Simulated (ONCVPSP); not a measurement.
Ranking ONCV potentials for beryllium

All share these settings but for the change named:

* Element: beryllium (Be)
* Generator: ONCVPSP 4.0.1
* Type: optimised norm-conserving Vanderbilt (ONCV)
* Functional: PBE
* Relativity: scalar-relativistic
* Frozen core: [He]
* Valence charge: 2
* Reference configuration: 2s2
* Partial waves: 2s: rc 1.85 bohr, ncon 5, nbas 8, qcut 3.1 1/bohr, 2 projectors, debl 2.2 Ha; p scattering state at 0.05 Ha: rc 1.45 bohr, ncon 4, nbas 8, qcut 6.8 1/bohr, local; d scattering state at 0.13 Ha: rc 1.45 bohr, ncon 3, nbas 7, qcut 7.1 1/bohr, 1 projector
* Local potential: the p channel
* Core correction: Teter function fitted to the true core (icmod 2), fcfact 0.55

Cutoff: the first of the cutoffs (Ha) at which the residual kinetic energy of the hardest occupied pseudo-wave falls to 1 and 0.1 mHa per electron; the density cutoff is not measured.

The base gives 6 Ha.

Of 9 variants that were run, those that failed, showed a ghost or another fault, or gave nearly equal values are left out.

A variant can come out equal or close to the base.

Rank these variants from softest to hardest (loose cutoff).
A. s: qcut 2.6
B. s: qcut 1.9
C. s: qcut 4.5

C (6 Ha), A (13 Ha), B (16 Ha).
